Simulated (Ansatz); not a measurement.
(1) Predict a relaxed structure of SiCl2(SiMe3)2 (C₆H₁₈Cl₂Si₃), charge 0, singlet, at PBE0-D4/def2-SVP (Ansatz).

## Answers

(1) 
Cartesian coordinates in Å:
```
Si -0.7634 0.5732 -0.6150
Cl -2.7832 0.8719 -0.0993
Cl -0.4234 1.5216 -2.4635
Si -0.5349 -1.7235 -1.0190
C -1.8288 -2.1611 -2.3113
C 1.2078 -2.0338 -1.6623
C -0.8470 -2.6363 0.5992
H -1.7993 -3.2338 -2.5623
H -1.6595 -1.5828 -3.2328
H -2.8364 -1.9175 -1.9403
H 1.4030 -1.4138 -2.5513
H 1.9674 -1.7886 -0.9033
H 1.3411 -3.0905 -1.9458
H -0.0827 -2.3902 1.3532
H -1.8316 -2.3639 1.0107
H -0.8310 -3.7278 0.4460
Si 0.4817 1.7653 0.9721
C 2.3054 1.6165 0.5253
C -0.1055 3.5480 0.8640
C 0.1226 1.0287 2.6680
H 2.9277 2.2283 1.1986
H 2.4772 1.9615 -0.5063
H 2.6534 0.5740 0.5979
H 0.0631 3.9458 -0.1488
H -1.1844 3.6085 1.0751
H 0.4275 4.1900 1.5838
H -0.9609 1.0332 2.8659
H 0.4764 -0.0121 2.7381
H 0.6178 1.6091 3.4634
```
 This is one stationary point.
